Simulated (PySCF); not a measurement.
SeClBr, SMILES Cl[Se]Br. Heavy atoms are numbered as in [Se:1]([Cl:2])[Br:3].

Geometry: B3LYP-D3(BJ)/def2-TZVP.

Method: HF/def2-TZVPD (PySCF).

Mulliken values depend strongly on the basis, most of all with diffuse functions as here. ESP charges are fitted to the potential on shells at 1.4 to 2.0 van der Waals radii. Atomic charges (e), one atom of each kind:

```
atom    IAO  ESP fit  Mulliken
----  -----  -------  --------
Se1    0.37     0.14      0.32
Cl2   -0.23    -0.09     -0.22
Br3   -0.14    -0.05     -0.10
```
